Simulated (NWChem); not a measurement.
System: GeNH$_{2}$I, singlet; SMILES [NH2][Ge][I]

```xyz
5

Ge     0.4245     1.3916     0.0000
I     -0.0123    -1.1885     0.0000
N     -1.3367     1.9048     0.0000
H     -2.1449     1.2737     0.0000
H     -1.6067     2.8939     0.0000
```
Atoms are numbered in this order, from 1.

Level: PBE-D3(BJ)/def2-SVP with def2 effective core potentials on I (NWChem), optimised geometry, unscaled harmonic frequencies. Low-valent species are run as closed-shell singlets; no triplet was tried in these runs. def2 effective core potentials on I; no spin-orbit coupling.

| frequency (cm⁻¹) | IR intensity (km/mol) |
|---|---|
| 166 | 2.6 |
| 217 | 20.1 |
| 429 | 149.7 |
| 486 | 39.2 |
| 658 | 43.1 |
| 694 | 29.5 |
| 1450 | 33.5 |
| 3447 | 28.1 |
| 3569 | 34.5 |

The zero-point energy comes out as 15.9 kcal/mol and the thermal correction to the enthalpy at 298.15 K (with zero-point energy) comes out as 19.5 kcal/mol. The heat capacity Cv comes out as 14.2 cal/(mol K) and the entropy at 298.15 K and 1 atm (symmetry number 1) is 76.0 cal/(mol K).

Rigid rotor and harmonic oscillator.
